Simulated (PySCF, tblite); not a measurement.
Species: C₄H₄F₂O₂.
SMILES with atom numbers: `[O:1]=[C:2]1[O:3][CH2:4][C@@H:5]1[CH:6]([F:7])[F:8]` (hydrogens: H9, H10 on C4; H11 on C5; H12 on C6)

Cartesian coordinates in Å at the GFN2-xTB level; atoms count from 1:
```
atom  x, y, z in Å
O1    -0.9599    1.9039   -1.3349
C2    -0.9455    0.9623   -0.6174
O3    -1.7860    0.5927    0.3682
C4    -1.0076   -0.5726    0.7022
C5    -0.0269   -0.2545   -0.4397
C6     1.4176    0.0442   -0.0768
F7     1.4989    0.7372    1.0799
F8     2.1043   -1.1070    0.1263
H9    -1.5922   -1.4863    0.5970
H10   -0.5946   -0.4902    1.7083
H11   -0.0428   -0.9498   -1.2794
H12    1.9357    0.6194   -0.8598
```

Method used: PBE0/pcSseg-1 in PySCF (dipole) on a GFN2-xTB geometry, gas phase.

Masses are those of the commonest isotopes; rigid-rotor values at the optimised geometry. The values belong to one conformer with, in the numbering `[O:1]=[C:2]1[O:3][CH2:4][C@@H:5]1[CH:6]([F:7])[F:8]`, C4–C5–C6–F7 -37°.

What are A, B and C (MHz)?

Ia = 135.64, Ib = 336.14, Ic = 375.18 u·Å²; 505379 MHz·u·Å²/I gives A = 3726, B = 1503, C = 1347 MHz.

Classify the top.

An asymmetric top. Ray's parameter κ = (2B − A − C)/(A − C) = -0.868; −1 is the prolate and +1 the oblate limit.

Is it planar, by Δ = Ic − Ia − Ib?

Not planar: Δ = Ic − Ia − Ib = -96.60 u·Å². For a rigid frame Δ = −2 Σ m c², so Σ m c² = 48.30 u·Å² lies off the ab plane: 4.57 from hydrogen and 43.73 from heavier atoms. The atom farthest from that plane is 1.77 Å away.

Give the other two planar moments, Paa and Pbb, and the rms extents of the mass along the axes.

Paa = Σ m a² = (Ib + Ic − Ia)/2 = 287.84 and Pbb = Σ m b² = (Ia + Ic − Ib)/2 = 87.34 u·Å². With the mass M = 122.02 u, the rms extents √(P/M) along a, b and c are 1.54, 0.85, 0.63 Å.

Predict some low-J microwave lines.

The dipole components are |μa| = 1.58 D, |μb| = 1.90 D, |μc| = 1.72 D. The squared components, which scale the intensities, stand as 0.69 : 1.00 : 0.82 (a : b : c). Some lines, for components of 0.1 D or more:

```tsv
type	branch	J(Ka,Kc)	MHz	lower level (cm⁻¹)
c	Q	1(1,1) ← 1(0,1)	2222	0.095
b	Q	1(1,0) ← 1(0,1)	2379	0.095
a	R	2(1,2) ← 1(1,1)	5545	0.169
b	Q	4(2,2) ← 4(1,3)	6254	1.053
b	Q	4(2,3) ← 4(1,4)	7698	1.001
b	R	3(1,3) ← 2(0,2)	10386	0.285
a	R	4(3,2) ← 3(3,1)	11417	1.261
a	R	5(2,3) ← 4(2,2)	14388	1.262
c	R	3(3,1) ← 2(2,1)	20060	0.592
b	R	4(4,0) ← 3(3,1)	27508	1.261
```

Estimate the classical rotational partition function at 10 K, 50 K and 500 K.

Point group C1, symmetry number σ = 1; q = (√π/σ)·√((kT/h)³/(ABC)), k/h = 20836.6 MHz/K: 1940 at 10 K, 21700 at 50 K, 686000 at 500 K.

Its GFN2-xTB frequencies are all real (lowest 53 cm⁻¹). No vibrational averaging or centrifugal distortion is included, and the geometry carries the error of its method.
